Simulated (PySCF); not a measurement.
F2GaHSe. Atoms are numbered in the order given.

```xyz
5

Ga     0.0023    -0.7597     0.0000
F      1.4585    -1.7247     0.0000
F     -1.4899    -1.6714     0.0000
Se     0.0483     1.5452     0.0000
H     -1.4290     1.5783     0.0000
```

The structure is a stationary point at B3LYP-D3(BJ)/def2-SVP. The values are those of a single conformer.

Method: PBE/def2-TZVPD (PySCF).

Isolated molecule, no solvent.

Task: Estimate the frontier levels, gap, dipole moment and polarisability. (An estimate is asked for; the answer gives what the named calculation found.)

Result: 
highest occupied level: -7.01 eV
lowest empty level: -2.90 eV
orbital gap: 4.11 eV
dipole moment: 2.54 D
quadrupole, principal values (traceless, Buckingham form, about the centre of nuclear charge): -4.42, -0.71, 5.12 D·Å
mean static polarisability: 58.2 bohr³ (8.62 Å³)
polarisability, principal values: 47.1, 53.4, 73.9 bohr³
